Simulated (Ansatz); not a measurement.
`N[SiH2][NH][InH2]` and `N[SiH2]NCO` differ in one atom or group.

Ansatz, PBE0-D4/def2-TZVP geometries, multiplicity 1. Each molecule was computed in one conformer, which needn't be the lowest.

Elements past krypton have def2 core potentials.

| property | `N[SiH2][NH][InH2]` |
| --- | --- |
| size of the dipole moment (ωB97M-V/def2-TZVPP) / D | 1.84 |
| HOMO energy (ωB97M-V/def2-TZVPP) / eV | -8.79 |
| size of the dipole moment (B3LYP/def2-TZVPP) / D | 1.87 |
| LUMO energy (PBE/def2-TZVPP) / eV | -1.44 |
| HOMO–LUMO gap (PBE0/def2-TZVPP) / eV | 5.80 |
| HOMO–LUMO gap (PBE/def2-TZVPP) / eV | 3.79 |

Task: What does the change do to each property? (Best estimate.)

Result: Ansatz gave: 
| property | `N[SiH2]NCO` | shift |
| --- | --- | --- |
| size of the dipole moment (ωB97M-V/def2-TZVPP) / D | 2.07 | 0.23 |
| HOMO energy (ωB97M-V/def2-TZVPP) / eV | -9.47 | -0.68 |
| size of the dipole moment (B3LYP/def2-TZVPP) / D | 2.05 | 0.18 |
| LUMO energy (PBE/def2-TZVPP) / eV | -0.12 | 1.32 |
| HOMO–LUMO gap (PBE0/def2-TZVPP) / eV | 7.81 | 2.01 |
| HOMO–LUMO gap (PBE/def2-TZVPP) / eV | 5.62 | 1.83 |

With PBE0 the HOMO falls by 0.61 eV and the LUMO rises by 1.41 eV, so the gap widens by about 2.02 eV. PBE moves the HOMO by -0.51 eV and ωB97M-V by -0.68 eV. Dipoles are sizes alone; their direction can turn.

B3LYP here is the variant with VWN-RPA as its local correlation; programs differ in this.
